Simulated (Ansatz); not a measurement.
`[SiH3]O[SiH2]S` + `BOCO` → `BOCO[SiH3]` + `O[SiH2]S`  (ligand exchange at the Si–O bond)

Program: Ansatz. Geometries: PBE0-D4/def2-TZVP. ΔE: electronic, gas phase. CBS: MP2 limit from def2 TZ/QZ plus the TZ coupled-cluster correction, frozen cores. DFT in def2-TZVPP. B3LYP here is the variant with VWN-RPA as its local correlation; programs differ in this. HSE06 is defined as in plane-wave codes. Each species was taken in one conformer, which may not be the lowest.

```
             level  ΔE (kJ/mol)  difference from CCSD(T)/CBS
       LDA (SPW92)         15.5                         -5.1
            PBE-D4         18.1                         -2.5
         revPBE-D4         17.7                         -2.9
           BLYP-D4         19.2                         -1.4
         r2SCAN-D4         19.3                         -1.3
            B97M-V         20.0                         -0.6
          B3LYP-D4         21.0                          0.4
        r2SCANh-D4         19.9                         -0.7
          BHLYP-D4         24.0                          3.4
      CAM-B3LYP-D4         20.6                          0.0
           ωB97X-V         19.7                         -0.9
           ωB97M-V         19.5                         -1.1
            B2PLYP         19.7                         -0.9
          PBE-QIDH         20.6                          0.0
               PBE         17.2                         -3.4
            revPBE         18.0                         -2.6
              BLYP         17.8                         -2.8
            r2SCAN         19.1                         -1.5
              PBE0         19.4                         -1.2
             B3LYP         19.4                         -1.2
           r2SCANh         19.6                         -1.0
             HSE06         19.4                         -1.2
         CAM-B3LYP         19.5                         -1.1
           LC-ωPBE         19.7                         -0.9
RPA@PBE/def2-TZVPP         20.5                         -0.1
       HF/def2-SVP         27.5                          6.9
      MP2/def2-SVP         21.9                          1.3
     CCSD/def2-SVP         23.4                          2.8
  CCSD(T)/def2-SVP         22.6                          2.0
     HF/def2-TZVPP         24.7                          4.1
    MP2/def2-TZVPP         19.8                         -0.8
SCS-MP2/def2-TZVPP         20.8                          0.2
   CCSD/def2-TZVPP         21.3                          0.7
CCSD(T)/def2-TZVPP         20.5                         -0.1
     HF/def2-QZVPP         25.2                          4.6
    MP2/def2-QZVPP         20.1                         -0.5
SCS-MP2/def2-QZVPP         21.1                          0.5
      HF/CBS(def2)         25.3                          4.7
     MP2/CBS(def2)         19.9                         -0.7
    CCSD/CBS(def2)         21.4                          0.8
       CCSD(T)/CBS         20.6                            0
```

Largest T1 diagnostic among the species: 0.013.

Leaving LDA and LC-ωPBE aside and taking each functional with its dispersion term where it has one, the values spread over 6.3 kJ/mol, from revPBE-D4 to BHLYP-D4. From BLYP to BHLYP (50 % exact exchange), in def2-TZVPP and without D4, ΔE moves by +3.6 kJ/mol. In def2-TZVPP, CCSD(T) changes the Hartree–Fock value by −4.3 kJ/mol (the triples alone add −0.8 kJ/mol) and MP2 by −4.9 kJ/mol.
